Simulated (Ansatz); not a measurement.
GaO3H3⁻, that is Ga(OH)3 with one electron more. Total charge -1; doublet. Geometry PBE-D4/def2-SVP, that of the neutral singlet; atoms count from 1.

Cartesian coordinates in Å:
```
Ga 0.000 0.000 0.000
O -0.995 0.796 1.265
H -0.851 1.761 1.254
O -0.069 -1.783 -0.207
H -0.687 -2.176 0.437
O 1.064 0.986 -1.058
H 1.538 0.415 -1.691
```

The highest occupied level of the charge -1 doublet lies above zero (up to 1.29 eV). Energy differences put its binding near zero (0.04 eV; vertical, to the charge 0 singlet, at PBE0-D4/def2-TZVPD), which leaves it undecided.

(1) Estimate the Mulliken populations from the PBE0/def2-TZVPD orbitals of Ansatz.

(2) Where does the spin sit?

## Answers

(1) 
```tsv
atom	charge (e)	spin (α − β)
Ga1	-1.90	2.60
O2	0.19	-0.69
H3	0.11	0.15
O4	0.19	-0.69
H5	0.11	0.15
O6	0.19	-0.69
H7	0.11	0.15
```
Mulliken values and Mayer orders depend strongly on the basis. With diffuse functions, as here, like atoms can get unlike values, and bond orders can come out too low or too high.

(2) Summed by element: Ga 2.60, O -2.07, H 0.46, of 1 unpaired in all. Largest on single atoms: Ga1 2.60, O4 -0.69, O6 -0.69.
